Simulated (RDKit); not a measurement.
Input file for RDKit: UFF on FHOTe (SMILES O[Te]F), a point of a torsion scan.

```python
from rdkit import Chem
from rdkit.Chem import AllChem, rdDetermineBonds

blocks = [
'''4

O    -1.03085613    0.19580471    0.37019549
Te    0.60788452    1.00798775   -0.27077090
F     1.75221446   -0.13599986    0.88160782
H    -1.29056794   -0.56409014   -0.15631069
''',
]
mol = None
for b in blocks:
    f = Chem.MolFromXYZBlock(b)
    rdDetermineBonds.DetermineBonds(f, charge=0)
    mol = f if mol is None else Chem.CombineMols(mol, f)
Chem.SanitizeMol(mol)
print(Chem.MolToSmiles(Chem.RemoveHs(mol)))
ff = AllChem.UFFGetMoleculeForceField(mol, vdwThresh=100.0, ignoreInterfragInteractions=False)
e = ff.CalcEnergy()
print(f'UFF energy {e:.6f} kcal/mol')
```

The log:

```
O[Te]F
UFF energy 3.670900 kcal/mol
```

The run finished.

Cost: around 0.010 core-seconds (rough).
